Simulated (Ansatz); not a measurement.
Basis-set extrapolation for C2H6FNOSi, SMILES `C[SiH2]OC(=N)F` (PBE0-D4/def2-TZVP geometry, frozen core, Ansatz). Multiplicity 1, RHF reference.

```json
{"": "HF", "def2-TZVPP": "-597.104799", "def2-QZVPP": "-597.128180"}
{"": "MP2 correlation", "def2-TZVPP": "-1.132486", "def2-QZVPP": "-1.220350"}
{"": "CCSD(T) correlation", "def2-TZVPP": "-1.212932", "def2-QZVPP": "not run"}
```

Energies in hartree. Use E(X) = E(∞) + A·exp(−7.88·√X) for Hartree–Fock and E(X) = E(∞) + B·X^(−2.97) for correlation, with X = 3 and 4, and add CCSD(T) minus MP2 of the smaller set to the MP2 limit.

Task: What is the CCSD(T) energy at the basis-set limit?

Result: HF limit: -597.128180 + (-0.023381) × 0.13774 = -597.13140. MP2 limit: -1.220350 + (-0.087864) × 0.74074 = -1.28543. Higher-order term: -1.212932 − (-1.132486) = -0.08045. Total: -598.49728 hartree, 112.7 kcal/mol below CCSD(T)/def2-TZVPP.
